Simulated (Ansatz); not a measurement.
The same ligand exchange along the group B, Al, Ga.

Program: Ansatz. Geometries: PBE0-D4/def2-TZVP. ΔE: electronic, gas phase. CBS: MP2 limit from def2 TZ/QZ plus the TZ coupled-cluster correction, frozen cores. Functionals use def2-TZVPP. For Ga, Ge, Se outer-core shells are correlated without core-valence functions, which leaves a few kJ/mol of doubt a bond. Scalar relativity is left out up to krypton.

```tsv
reaction	LDA (SPW92) (kcal/mol)	CCSD/CBS(def2) (kcal/mol)	CCSD(T)/CBS(def2) (kcal/mol)
`B[CH2][GeH3]` + `C[SeH]` → `B[Se]C` + `[CH3][GeH3]`	-19.7	-18.5	-19.1
`[AlH2][CH2][GeH3]` + `C[SeH]` → `C[Se][AlH2]` + `[CH3][GeH3]`	-27.8	-27.9	-27.9
`[GaH2][CH2][GeH3]` + `C[SeH]` → `C[Se][GaH2]` + `[CH3][GeH3]`	-28.9	-27.7	-27.8
```

Largest T1 diagnostic: 0.013, for `B[Se]C`.
